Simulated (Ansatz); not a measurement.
Cost and result for the atomization energy of C$_{2}$H$_{9}$BOSi (14 atoms, 13 bonds).

```xyz
14

B    -1.061   -0.454    0.742
C    -0.382    0.736    0.148
C     0.971    1.227    0.539
O    -0.962    1.439   -0.823
Si   -0.025   -1.627   -0.632
H    -0.567   -0.896    1.748
H    -2.201   -0.685    0.440
H     1.457    0.541    1.228
H     0.855    2.196    1.037
H     1.618    1.376   -0.334
H    -0.339    2.062   -1.218
H    -0.484   -3.011   -0.341
H     1.459   -1.597   -0.483
H    -0.339   -1.306   -2.051
```

The species carries charge 0 and has multiplicity 1. The bonds changed during the relaxation, so this is another structure than the one it started from. Geometry: relaxed with PBE0-D4/def2-TZVP. It is one conformer, not always the lowest. Program: Ansatz. All runs use 4 threads of an Arm Neoverse V2 on a shared host. Times are those of one run each, without the atoms' runs, and a repeat can differ threefold. Electronic energies, without spin–orbit coupling; frozen cores. CCSD(T)/CBS adds CCSD(T) − MP2 in def2-TZVPP to the MP2 limit, and its time is that of the two runs behind it. T1 = 0.014. B3LYP takes the VWN-RPA correlation (the form of Gaussian; ORCA's B3LYP/G).

CCSD(T)/CBS is a level of theory with its own doubt, some kJ/mol a heavy atom from the limit and from the frozen cores, so smaller differences don't rank the functionals.

```csv
level,functions,wall time,atomization (kcal/mol),difference from CCSD(T)/CBS,per bond
PBE-D4/def2-TZVPP (with forces),292,3 s,1210.0,23.9,1.8
PBE0-D4/def2-TZVPP,292,3.5 s,1192.2,6.1,0.5
r2SCAN-D4/def2-TZVPP (with forces),292,6 s,1197.3,11.2,0.9
B3LYP-D4/def2-TZVPP (with forces),292,6 s,1191.5,5.4,0.4
B2PLYP/def2-TZVPP,292,7 s,1175.8,-10.3,-0.8
ωB97X-V/def2-TZVPP,292,9 s,1191.2,5.1,0.4
ωB97M-V/def2-TZVPP (with forces),292,13 s,1193.0,6.9,0.5
MP2/def2-QZVPP,568,36 s,1185.5,-0.6,-0.1
CCSD(T)/def2-TZVPP,292,4.6 min,1159.1,-27.0,-2.1
CCSD(T)/CBS(def2),–,5.2 min,1186.1,0.0,0.0
```

In def2-TZVPP, CCSD(T) changes the Hartree–Fock value by +280.2 kcal/mol (the triples alone add +16.4 kcal/mol) and MP2 by +290.7 kcal/mol; breaking electron pairs costs correlation energy, which Hartree–Fock lacks. From PBE to PBE0 (25 % exact exchange), in def2-TZVPP and without D4, the atomization energy moves by −16.7 kcal/mol: exact exchange takes away binding that semilocal exchange gives to molecules. The D4 term adds +11.2 kcal/mol with B3LYP and +5.9 kcal/mol with PBE0; it sums over pairs of atoms, weighted by their polarisabilities, and B3LYP, whose exchange is more repulsive, gets the larger term.
